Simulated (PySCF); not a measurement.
# Nuclear quadrupole coupling in `CS/C(=C/F)[C@H](C)C(=O)[O-]`

Species: C₆H₈FO₂S (charge -1).
SMILES with atom numbers: `[CH3:1][S:2]/[C:3](=[CH:4]/[F:5])[C@H:6]([CH3:7])[C:8](=[O:9])[O-:10]` (hydrogens: H11, H12, H13 on C1; H14 on C4; H15 on C6; H16, H17, H18 on C7)

Geometry (GFN2-xTB, Å), atoms numbered from 1 in this order:
```
atom  x, y, z in Å
C1     2.5281   -0.7394   -0.4450
S2     1.9478    0.9831   -0.3803
C3     0.2849    0.7927    0.2671
C4     0.1217    1.4314    1.4261
F5    -1.0549    1.5582    2.0890
C6    -0.6800    0.0190   -0.5252
C7    -2.0881    0.5996   -0.5016
C8    -0.7491   -1.5233    0.0648
O9    -0.0174   -2.3102   -0.5401
O10   -1.5099   -1.6880    1.0043
H11    3.2796   -0.7971   -1.2261
H12    2.9602   -0.9991    0.5180
H13    1.6809   -1.3908   -0.6696
H14    0.9171    1.9504    1.9416
H15   -0.3143   -0.0758   -1.5525
H16   -2.6995    0.1054   -1.2556
H17   -2.5347    0.4167    0.4729
H18   -2.0809    1.6735   -0.6994
```

Field gradients from the PBE0/pcSseg-1 density (PySCF, non-relativistic), principal values in atomic units, ordered |Vxx| ≤ |Vyy| ≤ |Vzz|:

| atom | Vxx | Vyy | Vzz |
| --- | --- | --- | --- |
| S2 | 0.5803 | 2.4083 | -2.9886 |
| O9 | 0.3955 | 0.9755 | -1.3710 |
| O10 | 0.4569 | 0.8536 | -1.3105 |

Problem. Find the asymmetry η = (Vxx − Vyy)/Vzz and the couplings χ = eQV/h (234.96 MHz × Q in barn × V in au), with Q(33S) = −0.0678 b, Q(17O) = −0.0256 b.

Solution. 
```csv
atom,environment,nucleus,η,χzz (MHz),χxx (MHz),χyy (MHz)
S2,sulfide sulfur,33S,0.61,47.61,-9.24,-38.37
O9,carboxylate oxygen,17O,0.42,8.25,-2.38,-5.87
O10,carboxylate oxygen,17O,0.30,7.88,-2.75,-5.13
```

Problem. What is Vzz at S2 in SI units (1 au = 9.71736 × 10²¹ V/m²)?

Solution. -2.9886 au = -29.041 × 10²¹ V/m².

Problem. And the gradient at the other heavy atoms, for which no coupling is worked out here?

Solution. 
```json
{"atom": "C1", "environment": "S-methyl carbon", "Vzz (au)": "0.324", "η": "0.60"}
{"atom": "C3", "environment": "fully substituted alkene carbon", "Vzz (au)": "-0.282", "η": "0.21"}
{"atom": "C4", "environment": "vinylic C–F carbon", "Vzz (au)": "0.464", "η": "0.66"}
{"atom": "F5", "environment": "vinyl fluorine", "Vzz (au)": "2.914", "η": "0.13"}
{"atom": "C6", "environment": "sp3 carbon next to a carbonyl", "Vzz (au)": "0.115", "η": "0.30"}
{"atom": "C7", "environment": "methyl carbon", "Vzz (au)": "-0.088", "η": "0.62"}
{"atom": "C8", "environment": "carboxylate carbon", "Vzz (au)": "0.367", "η": "0.72"}
```

Problem. What couplings would deuterons (Q(2H) = 0.00286 b) have in place of the hydrogens, at this geometry?

Solution. 
```csv
atom,bonded to,bond length (Å),Vzz (au),η,χzz (kHz)
H11,C1,1.085,0.3244,0.05,218
H12,C1,1.087,0.3191,0.05,214
H13,C1,1.092,0.2577,0.06,173
H14,C4,1.081,0.3243,0.12,218
H15,C6,1.095,0.2978,0.08,200
H16,C7,1.089,0.3180,0.03,214
H17,C7,1.087,0.3097,0.03,208
H18,C7,1.092,0.3134,0.03,211
```

Isolated species at its GFN2-xTB geometry (one conformer only). The pcSseg-1 basis has no diffuse functions, a weakness for an anion. GFN2-xTB bond lengths can be off by several hundredths of an ångström, more for odd bonds, and the gradients follow them. The basis is small and wasn't made for field gradients, so the couplings can be 20 % off.

These values come from a run that also computed NMR shieldings. Time: 43 s; peak memory 1.0 GiB. Hardware: one thread of an Arm Neoverse V1 (shared host).
